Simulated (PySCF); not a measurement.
Mo(O)(S)(Cl)(SH) (ClHMoOS2), SMILES [O]=[Mo](=[S])([SH])[Cl], multiplicity 1. Coordinates come from a B3LYP-D3(BJ)/def2-SVP optimisation. The spin state was assumed, not searched. The structure was generated by enumeration; whether it is a known compound was not checked. The def2 effective core potentials stand for the cores of Mo; spin–orbit coupling is left out. The values are those of a single conformer.

Computed equilibrium geometry at B3LYP-D3(BJ)/def2-SVP (PySCF confirms it by a frequency run) as a Z-matrix (one conformer of several):
```
Mo
O 1 1.6719
S 1 2.1192 2 109.70
Cl 1 2.2767 2 111.05 3 121.75
S 1 2.3295 2 105.37 3 -116.69
H 5 1.3564 1 95.33 2 157.62
```
